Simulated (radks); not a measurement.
Values are calculated unless marked as measured or tabulated.
Species: the neon ion Ne4+. Configuration: [He] 2s2 2p1 3d1 (not the ground configuration). Code: a radial shooting solver on a logarithmic mesh with Libxc functionals. Model: non-relativistic Kohn-Sham, PBEsol, spin-polarised, spherical densities, point nucleus; open shells are filled with parallel spins first.

Radial electron density D(r) = 4 pi r^2 rho(r):

```
   r/bohr * D(r) (the largest magnitude, 10.9, reaches the edge; | marks zero)
 0.007075 | *
 0.007914 | *
 0.008852 |  *
 0.009901 |  *
  0.01107 |   *
  0.01249 |    *
  0.01397 |     *
  0.01562 |      *
  0.01747 |        *
  0.01954 |         *
  0.02186 |           *
  0.02465 |              *
  0.02757 |                 *
  0.03083 |                    *
  0.03449 |                       *
  0.03858 |                           *
  0.04349 |                               *
  0.04865 |                                   *
  0.05441 |                                       *
  0.06086 |                                           *
  0.06808 |                                               *
  0.07676 |                                                  *
  0.08585 |                                                     *
  0.09603 |                                                      *
   0.1074 |                                                      *
   0.1201 |                                                     *
   0.1355 |                                                 *
   0.1515 |                                             *
   0.1695 |                                        *
   0.1895 |                                  *
    0.212 |                            *
   0.2371 |                       *
   0.2674 |                   *
   0.2991 |                *
   0.3345 |               *
   0.3741 |                *
   0.4185 |                 *
   0.4718 |                   *
   0.5278 |                     *
   0.5903 |                     *
   0.6603 |                     *
   0.7385 |                   *
   0.8327 |                *
   0.9314 |             *
    1.042 |          *
    1.165 |       *
    1.303 |     *
    1.469 |   *
    1.644 |   *
    1.838 |  *
    2.056 | *
      2.3 | *
    2.572 |*
      2.9 |*
    3.244 |*
    3.629 *
    4.059 *
     4.54 *
    5.119 *
    5.725 *
    6.404 *
```

D(r) has 2 maxima, at r = 0.102, 0.595 bohr, and minima at 0.340 bohr, inside which lie 2.15 electrons.
